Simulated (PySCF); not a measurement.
**MgBi at PBE**

Computed with PBE; basis Mg def2-SVP, Bi def2-SVP with ECP60; scalar-relativistic core potentials; PySCF 2.14.

For MgBi, the state is ⁴Σ⁻ (quartet), unpaired electrons σ ↑, π ↑↑. The bond length is 2.983 Å, the harmonic wavenumber is 179 cm⁻¹ and the force constant is 0.406 mdyn/Å. The rotational constant Be is 0.08808 cm⁻¹, the anharmonicity ωexe is 1.32 cm⁻¹ and the vibration–rotation constant αe is 0.000716 cm⁻¹. The well depth De to Mg + Bi is 59 kJ/mol and the dissociation energy D0 is 58 kJ/mol. The bond order (Mayer) is 0.98 and the dipole moment (positive dipole means Mg(−)Bi(+)) is -0.62 D.

These are scalar-relativistic numbers at best; spin–orbit coupling would shift them, the dissociation energy most. The state is the lowest determinant that a PBE0 search found; another state may lie lower at other levels.
